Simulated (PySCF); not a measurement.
## Tellurium: a sound run and one with changed settings

Sound run: Te⁺ [Kr] 4d10 5s2 5p3, Te²⁺ [Kr] 4d10 5s2 5p2. Calculation: PySCF 2.14, in x2c-TZVPall; the spin-free X2C one-electron Hamiltonian (Gaussian nucleus). In the sound run the correlated levels freeze [Kr] 4d10. The sound run starts from symmetry-adapted Hartree-Fock orbitals and uses a fine grid where one is needed.

Changed run: no relativity, point nucleus. This setting is unsound on purpose.

| species | method | sound run (hartree) | changed run (hartree) | converged |
| --- | --- | --- | --- | --- |
| Te⁺ | UHF | -6790.56954 | -6471.00997 | yes |
| Te⁺ | B3LYP | -6793.43332 | -6474.29356 | yes |
| Te⁺ | TPSS | -6793.06644 | -6473.91980 | yes |
| Te⁺ | MP2 | -6790.62860 | -6471.07157 | yes |
| Te²⁺ | UHF | -6789.89479 | -6470.33465 | yes |
| Te²⁺ | B3LYP | -6792.74378 | -6473.60348 | yes |
| Te²⁺ | TPSS | -6792.37684 | -6473.22858 | yes |
| Te²⁺ | MP2 | -6789.93943 | -6470.38142 | yes |

Ionisation energy of Te⁺:

```json
{"method": "UHF", "sound run (eV)": "18.361", "changed run (eV)": "18.376"}
{"method": "B3LYP", "sound run (eV)": "18.764", "changed run (eV)": "18.778"}
{"method": "TPSS", "sound run (eV)": "18.765", "changed run (eV)": "18.809"}
{"method": "MP2", "sound run (eV)": "18.753", "changed run (eV)": "18.780"}
{"method": "SCS-MP2", "sound run (eV)": "18.634", "changed run (eV)": "18.661"}
```

Most of the change in total energy is the relativistic energy itself. On top of that the contraction fixes the core shape for the Hamiltonian it was made with, so the changed run is not a good calculation with the other Hamiltonian either.

For comparison, NIST gives 18.6 ± 0.4 eV between the lowest levels.
